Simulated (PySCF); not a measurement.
# Dy⁴⁵⁺: ionisation energy

Dy⁴⁵⁺ [Ar] 3d3 [3d3/2^3, M_J = 3/2] → Dy⁴⁶⁺ [Ar] 3d2 [3d3/2^2, M_J = 2], as a difference of total energies. Calculation: PySCF 2.14, in an uncontracted even-tempered set (16 s from 11 bohr⁻², ratio 2.8; 12 p from 14 bohr⁻², ratio 2.8; 8 d from 14 bohr⁻², ratio 2.8; 3 f from 45 bohr⁻², ratio 3); the two-component X2C-1e Hamiltonian. Correlated levels: [Ne] frozen; the 74 highest virtual spinors dropped. "Screened" scales the spin-orbit matrix elements by Boettger's factors to mimic the two-electron term; Breit and QED terms are absent.

| method | ionisation energy (eV) |
| --- | --- |
| GHF (spin-free) | 3710.8 |
| GMP2 (spin-free) | 3710.6 |
| GHF (screened spin-orbit) | 3725.5 |
| GMP2 (screened spin-orbit) | 3726.3 |

Breit and QED terms and the two-electron picture change are absent.

The spin-free rows relax to the high-spin LS determinant and lack the spin-orbit shift.

The labels give the starting determinants; with spin-orbit coupling the two ends relaxed to ⟨J²⟩ = 3.79, ⟨L²⟩ = 7.91, ⟨S²⟩ = 2.13 and ⟨J²⟩ = 6.02, ⟨L²⟩ = 10.22, ⟨S²⟩ = 1.54.

For comparison: 3725 ± 4 eV (theoretical estimate listed by NIST; NIST Atomic Spectra Database, ionization energies).
